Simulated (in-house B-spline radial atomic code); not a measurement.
# How G0W0 and RPA depend on the start: Al IV (Al3+)

Configuration [He] 2s2 2p6. Computed with an all-electron radial atomic-structure program (B-spline basis): all electrons, non-relativistic, point nucleus, each spin shell either full or empty, empty states to l = 9 with an (l + 1/2)⁻⁴ tail; G0W0 by contour deformation at full frequency.

```
            start  mean-field 2p (eV)  G0W0 (eV)  QP weight  RPA correlation (Eh)
     Hartree-Fock             -121.70    -120.45      0.975              -0.54826
         LDA VWN5             -104.23    -119.91      0.954              -0.60995
              PBE             -104.13    -119.71      0.954              -0.60898
             PBE0             -108.84    -119.96      0.962              -0.59197
           r2SCAN             -105.74          ?          ?                     ?
            HSE06             -108.39    -119.93      0.961               -0.5933
  B3LYP (VWN-RPA)             -108.12    -119.89      0.960              -0.59603
             SCAN             -105.81    -119.62      0.959              -0.59654
             TPSS             -104.55    -119.67      0.955              -0.60442
        BHandHLYP             -113.56    -120.14      0.967              -0.57693
        CAM-B3LYP             -110.13    -120.07      0.963              -0.59002
          LC-wPBE             -110.06    -120.22      0.964              -0.59082
            wB97X             -110.67          ?          ?                     ?
           PBEsol             -103.97    -119.81      0.954              -0.60902
             BLYP             -104.18    -119.66      0.953              -0.60979
          r2SCAN0             -109.99    -119.91      0.964              -0.58427
LDA exchange-only             -102.16    -120.03      0.951              -0.61028
```

Problem. What G0W0 level, weight and RPA correlation energy follow from the wB97X start?

Solution. G0W0 level -119.99 eV, weight 0.966, RPA correlation -0.58611 hartree.

Problem. What G0W0 level, weight and RPA correlation energy follow from the r2SCAN start?

Solution. G0W0 level -119.69 eV, weight 0.959, RPA correlation -0.59718 hartree.

Problem. How much of the dependence on the start does G0W0 remove?

Solution. The mean-field levels span 19.5 eV and the G0W0 levels 0.827 eV. Against 119.992 ± 0.0019 eV (NIST, measured) the G0W0 removal energies are off by -0.37 to +0.45 eV, with relativity, Breit and QED terms left out.
